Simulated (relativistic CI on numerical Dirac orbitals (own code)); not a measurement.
# Electric-dipole transitions in Ta⁶⁹⁺

Calculated at this level of theory: Dirac-Coulomb-Breit CI, separate exchange-only KLI orbitals for each configuration, a model potential for QED, unscaled Slater integrals (own radial code, finite nucleus).

CI space (outside the closed core 1s2): 2s2, 2s.2p, 2p2, 2p.3s, 2p.3p, 2s.3s, 2s.3p, 2s.3d, 2s.4s, 2s.4p, 2s.4d, 2s.4f, 3s2, 3s.3p, 3p2. Levels of other configurations are missing.

```
λ vac (Å)             Lower             Upper   A (s⁻¹)        gf  Branching (%)
   0.9545   2s.2p 3P°_2 [5]   2s.4d 3D_3 [43]  5.22e+14  4.99e-01           75.5
   1.1102   2s.2p 3P°_2 [5]   2p.3p 3D_3 [31]  4.60e+14  5.95e-01           97.7
   1.1127      2s2 1S_0 [1]  2s.3p 1P°_1 [20]  6.34e+14  3.53e-01           96.9
   1.1132   2s.2p 3P°_1 [3]   2p.3p 3D_2 [26]  4.14e+14  3.84e-01           73.0
   1.1272   2s.2p 3P°_0 [2]   2s.3d 3D_1 [21]  9.80e+14  5.60e-01           58.4
   1.1301   2s.2p 3P°_1 [3]   2s.3d 3D_2 [22]  1.54e+15  1.47e+00           83.8
   1.1562      2s2 1S_0 [1]  2s.3p 3P°_1 [14]  4.41e+14  2.65e-01           97.8
   1.1588   2s.2p 3P°_1 [3]   2p.3p 3D_1 [17]  4.96e+14  3.00e-01           63.1
   1.2756   2s.2p 3P°_2 [5]   2s.3d 3D_3 [23]  1.61e+15  2.75e+00          100.0
   1.2857   2s.2p 1P°_1 [6]   2s.3d 1D_2 [24]  1.31e+15  1.62e+00           90.6
   3.2803  2s.3p 3P°_1 [14]   2s.4d 3D_2 [42]  1.34e+14  1.08e+00           17.3
   3.6309  2s.3p 3P°_2 [19]   2s.4d 3D_3 [43]  1.68e+14  2.33e+00           24.3
   3.6330  2s.3p 1P°_1 [20]   2s.4d 1D_2 [44]  1.52e+14  1.51e+00           21.9
   3.6574   2s.3d 3D_1 [21]  2s.4f 3F°_2 [46]  2.88e+14  2.89e+00           81.9
   3.6633   2s.3d 3D_2 [22]  2s.4f 3F°_3 [45]  3.15e+14  4.44e+00           89.8
   3.7561   2s.3d 3D_3 [23]  2s.4f 3F°_4 [47]  3.33e+14  6.34e+00           97.7
   3.7703   2s.3d 1D_2 [24]  2s.4f 1F°_3 [48]  2.88e+14  4.30e+00           85.0
   7.5144      2s2 1S_0 [1]   2s.2p 1P°_1 [6]  1.01e+13  2.57e-01           99.1
   7.5584   2s.2p 3P°_1 [3]      2p2 1D_2 [8]  7.10e+12  3.04e-01           99.7
   25.284   2s.3s 3S_1 [11]  2s.3p 3P°_2 [19]  1.21e+12  5.80e-01           27.4
```

Terms are leading LS components. Brackets give the number of a level in order of energy, since labels repeat. The list gives strong lines, with weight on those to low levels, without lines whose two gauges differ by over a factor of 2.5, among the lowest 48 of 58 levels, so that lines to higher ones, which can be the strongest, are missing. Levels whose partners in the same complex of configurations lie outside the list can be far off, and so can their lines. Rates are taken at the computed energies, electric ones in the length gauge.

At this charge energies of transitions that change n are usually good to better than 1 %, and those within a shell (Δn = 0) to a few per cent.

(1) From the table, what is the radiative lifetime of 2s.4d 3D_3?

Results:

(1) The listed rates from this level add up to about 6.90e+14 s⁻¹, 100 % of its decay; with all channels τ = 1.45e-15 s.

LS names give the leading component of a level, which can be under half, so a name can repeat, a term be missing and a line seem to break the LS rules.
